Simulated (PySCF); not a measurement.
Electron correlation in P (phosphorus, neutral)

[Ne] 3s1 3p3 4s1, high-spin 6S determinant (an excited configuration). Calculation: PySCF 2.14, in aug-cc-pV(5+d)Z; no relativity, point nucleus. Frozen: [Ne]; 5 electrons correlated.

MP2 pair energies summed by pair of shells (mhartree):

```tsv
pair	energy	share (%)
3p-3p	-20.57	63.6
3p-4s	-7.41	22.9
3s-3p	-4.04	12.5
3s-4s	-0.30	0.9
```

Total MP2 correlation energy: -32.33 mhartree.

Same-spin part -32.33 and opposite-spin part 0.00 mhartree; SCS-MP2 scales them by 1/3 and 6/5 to -10.78 mhartree.
